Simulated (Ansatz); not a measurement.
Pulling on the Te1–H2 bond in GeH4Te (SMILES [GeH3][TeH]) (multiplicity 1 held, fragments rigid). Energies count from the point at 1.663 Å.
Geometry at that point (charge 0, multiplicity 1):
```xyz
6

Te    -0.099     0.807     0.654
H      0.262     1.871    -0.571
Ge     0.136    -1.217    -0.932
H      1.560    -1.295    -1.503
H     -0.153    -2.451    -0.063
H     -0.883    -1.128    -2.079
```

Active spaces are followed from a long bond inwards. Curves can end on different states.

Frozen-core correlation. Filled d and f shells under p-block atoms count as core.

Programs: Ansatz (Gaussian orbitals). Each number belongs to the level named beside it. In def2 rows elements past Kr take small-core potentials, without spin–orbit coupling.

Task: What energy at R = 5.321 Å does FIC-MRCISD+Q on CASSCF(2,2)/def2-SVP give?

Result: 67.7 kcal/mol

Task: Estimate the energy at R = 5.321 Å that FIC-MRCISD on CASSCF(2,2)/def2-SVP returns for this input.

Result: 67.0 kcal/mol

Task: Estimate the energy at R = 5.321 Å that CASSCF(2,2)/def2-SVP returns for this input.

Result: 61.2 kcal/mol

Ansatz is a quantum-chemistry and plane-wave program.
